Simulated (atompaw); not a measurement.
**Sm: one change to a PAW (atompaw) potential, before and after**

```json
{
  "Element": "Sm",
  "Generator": "atompaw 4.2.0.5",
  "Type": "PAW",
  "Functional": "PBE",
  "Relativity": "scalar-relativistic",
  "Frozen core": "[Xe]",
  "Valence charge": "8",
  "Reference configuration": "4f5 5d0 6s0 6p0 (charge +3)",
  "Partial waves": "6s (bound, empty): rc 3.00 bohr; 6s channel at 0.65 Ry: rc 3.00 bohr; 6p (bound, empty): rc 3.00 bohr; 6p channel at 1.35 Ry: rc 3.00 bohr; 5d (bound, empty): rc 3.00 bohr; 5d channel at 0.75 Ry: rc 3.00 bohr; 4f (bound): rc 0.85 bohr; 4f channel at -0.25 Ry: rc 0.85 bohr",
  "Local potential": "bessel scheme, radius 2.00 bohr",
  "Core correction": "smooth core density matched at 1.60 bohr",
  "Augmentation charge": "besselshape compensation charge, radius 2.75 bohr; PAW radius 3.00 bohr; waves and projectors: custom polynom vanderbiltortho"
}
```

Change: wave 6p channel at 1.35 Ry: rc 3.00 bohr becomes 6p channel at 9.12 Ry: rc 3.00 bohr.

Cutoffs: the cutoffs (Ry, on a coarse ladder) from which the occupation-weighted sum of valence levels, in a spherical-Bessel basis at the reference potential, stays within 10 and 1 mRy of its value at 400 Ry; they do not see the model core or the augmentation charge, which bear on the density cutoff.

**Question.** What does the change do?

**Answer.** The bound ghosts move from p, s to s; the range in which the p phases agree narrows (upper end 4.7 → -1.0).

```csv
quantity,base,changed
"cutoff, loose",260 Ry,260 Ry
"cutoff, tight",over 300 Ry,over 300 Ry
bound ghosts,"s, p",s
s: phases at 3.00 bohr within 0.05 rad from the reference energy up to (Ry; the scan ends near 5),3.0,3.0
p: phases at 3.00 bohr within 0.05 rad from the reference energy up to (Ry; the scan ends near 5),4.7,-1.0
d: phases at 3.00 bohr within 0.05 rad from the reference energy up to (Ry; the scan ends near 5),to the end of the scan,to the end of the scan
f: phases at 3.00 bohr within 0.05 rad from the reference energy up to (Ry; the scan ends near 5),3.4,3.4
lowest overlap eigenvalue by channel,"s 0.09, p 0.36, d 0.88, f 1.00","s 0.09, p 0.07, d 0.88, f 1.00"
```

 A true bound ghost makes a file unfit for plane-wave use even where its test errors are small: the radial tests pick states by their node count and pass the ghost by. The cutoffs see the waves, projectors and local potential, not the compensation charge or the core.
